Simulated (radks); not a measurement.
Values are calculated unless marked as measured or tabulated.
The zinc ion Zn2+, 28 electrons, occupied as [Ar] 3d10.

Level of theory: scalar-relativistic Kohn-Sham, r2SCAN, spin-polarised, spherical densities, finite nucleus; meta-GGA in the generalised Kohn-Sham scheme; Fermi nuclear charge, rms radius 3.9283 fm (a radial shooting solver on a logarithmic mesh with Libxc functionals).

Energy parts (eV):
part                       energy
total                  -48851.820
kinetic                 49631.573
electron-nucleus      -117150.901
Hartree                 20609.976
exchange-correlation    -1942.468

Orbitals (lengths in bohr, moments of r in powers of bohr):
1s: occ. 2; eigenvalue (eV) -9575.178; <r^2> 0.003407
2s: occ. 2; eigenvalue (eV) -1189.640; <r^2> 0.06019
2p: occ. 6; eigenvalue (eV) -1032.063; <r^2> 0.04817
3s: occ. 2; eigenvalue (eV) -154.2676; <r^2> 0.5361
3p: occ. 6; eigenvalue (eV) -106.8424; <r^2> 0.6016
3d: occ. 10; eigenvalue (eV) -31.0395; <r^2> 1.003

The highest occupied level is 3d at -31.039 eV. For comparison, the ionisation energy in NIST's Atomic Spectra Database is 39.723 eV (measured). In exact Kohn-Sham theory the highest level is minus the ionisation energy, but local and semilocal functionals leave it too shallow, through self-interaction and a potential that decays too fast; potentials with the right tail come closer. Summed over all electrons, <r^2> = 15.13 bohr^2, which gives a Langevin (diamagnetic) susceptibility term of -12 x 10^-6 cm^3/mol. The electron density at the nucleus is 2.53e+04 e/bohr^3 (large components only). The density falls to 0.001 e/bohr^3 at r = 2.86 bohr.
